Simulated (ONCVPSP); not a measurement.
**Varying the ONCV potential for cobalt**

Base potential:

| Quantity | Value |
| --- | --- |
| Element | cobalt (Co) |
| Generator | ONCVPSP 4.0.1 |
| Type | optimised norm-conserving Vanderbilt (ONCV) |
| Functional | PBE |
| Relativity | scalar-relativistic |
| Frozen core | [Ne] |
| Valence charge | 17 |
| Reference configuration | 3s2 3p6 3d7 4s2 |
| Partial waves | 3s+4s: rc 1.15 bohr, ncon 3, nbas 6, qcut 9.5 1/bohr, 2 projectors; 3p: rc 1.15 bohr, ncon 4, nbas 7, qcut 10.6 1/bohr, 2 projectors, debl 1.5 Ha; 3d: rc 1.70 bohr, ncon 4, nbas 8, qcut 10 1/bohr, 2 projectors, debl 0.8 Ha |
| Local potential | polynomial inside 1.05 bohr (lpopt 5, dvloc0 4 Ha) |
| Core correction | Teter function, fcfact 2.5, rcfact 1.35 |

In the p channel the program set the typed energies aside and used -2.412, 0.250 Ha.

All-electron outer shells of the reference configuration (PBE, scalar-relativistic, ld1.x):

| shell | level (eV) | outermost node (bohr) | outermost maximum (bohr) |
| --- | --- | --- | --- |
| 2p | -769.94 | – | 0.17 |
| 3s | -102.40 | 0.31 | 0.66 |
| 3p | -65.64 | 0.28 | 0.68 |
| 3d | -8.20 | – | 0.66 |
| 4s | -5.47 | 0.96 | 2.32 |

Cutoffs, loose and tight: the cutoffs (Ha) at which the residual kinetic energy of the hardest occupied pseudo-wave falls to 1 and 0.1 mHa per electron. They do not see the model core or the augmentation charge, which bear on the density cutoff. Test errors are all-electron minus pseudo excitation energies from the reference, over the configurations 3s2 3p6 3d7 4s1; 3s2 3p6 3d7 4s0; 3s2 3p6 3d6 4s0; 3s2 3p6 3d6 4s2 4p1. A dash means not determined; rows that change the core or the reference have their own tests.

| change | outcome | cutoff, loose | cutoff, tight | bound ghosts | GHOST(+) flags above zero | largest test error (meV) |
| --- | --- | --- | --- | --- | --- | --- |
| base | generated, projector energies reset by the program | 38 Ha | 45 Ha | none | none | +96 |
| s: nproj 4 | generated, projector energies reset by the program | 38 Ha | 45 Ha | none | none | +96 |
| p: debl 4.45 | generated | 38 Ha | 45 Ha | none | none | +96 |
| d: rc 1.88 | generated, projector energies reset by the program | 38 Ha | 45 Ha | none | none | +137 |
| local potential polynomial inside 1.05 bohr (lpopt 5, dvloc0 3 Ha) | generated, projector energies reset by the program | 38 Ha | 45 Ha | none | none | +96 |
| core correction none | generated, projector energies reset by the program | 38 Ha | 45 Ha | none | none | +96 |
| p: nbas 8 | generated, projector energies reset by the program | 38 Ha | 45 Ha | none | none | +96 |
| s: qcut 14.6 | generated, projector energies reset by the program | 52 Ha | 61 Ha | none | none | +96 |
| core correction Teter function, fcfact 2.5, rcfact 1.82 | generated, projector energies reset by the program | 38 Ha | 45 Ha | none | none | +96 |

Question: What comes out with this change to the base: core [Ne] 3s2, valence charge 15; reference 3p6 3d7 4s1.5 4p0.5; waves now 4s: rc 2.55 bohr, ncon 4, nbas 9, qcut 2.3 1/bohr, 2 projectors, debl 1.1 Ha; 3p+4p: rc 1.15 bohr, ncon 3, nbas 8, qcut 13.2 1/bohr, 2 projectors; 3d: rc 1.80 bohr, ncon 5, nbas 9, qcut 10.1 1/bohr, 2 projectors, debl 1.5 Ha; local potential polynomial inside 1.05 bohr (lpopt 5, dvloc0 6 Ha)?

Answer: outcome: generated; cutoff, loose: 38 Ha; cutoff, tight: 45 Ha; bound ghosts: none; GHOST(+) flags above zero: s; largest test error (meV): +56.
